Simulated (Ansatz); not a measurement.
Total energies of [AuCl2]- (AuCl₂⁻) from Ansatz at PBE0-D4/def2-TZVPD, gas phase (1 Eh = 27.2114 eV = 2625.5 kJ/mol). The reference geometry is relaxed at B3LYP-D4/def2-TZVPD.

```
            state                        geometry  energy (Eh)
charge -1 singlet                       reference  -1056.05740
 charge 0 doublet                       reference  -1055.88366
 charge 0 doublet  relaxed at B3LYP-D4/def2-TZVPD  -1055.89071
```

In the def2 sets Au takes a core potential; there is no spin–orbit coupling.

(1) Work out the vertical ionisation energy to the doublet.

(2) How much does the charge 0 doublet relax, and what is the adiabatic ionisation energy?

(1) E(charge 0 doublet) − E(charge -1 singlet) = -1055.88366 − (-1056.05740) = 0.17374 Eh = 4.73 eV. For comparison, −ε of the highest occupied level is 2.73 eV at this level, 2.00 eV less.

(2) Relaxation: -1055.88366 − (-1055.89071) = 0.00705 Eh = 0.19 eV. Adiabatic ionisation energy: 0.16669 Eh = 4.54 eV, without zero-point energy.
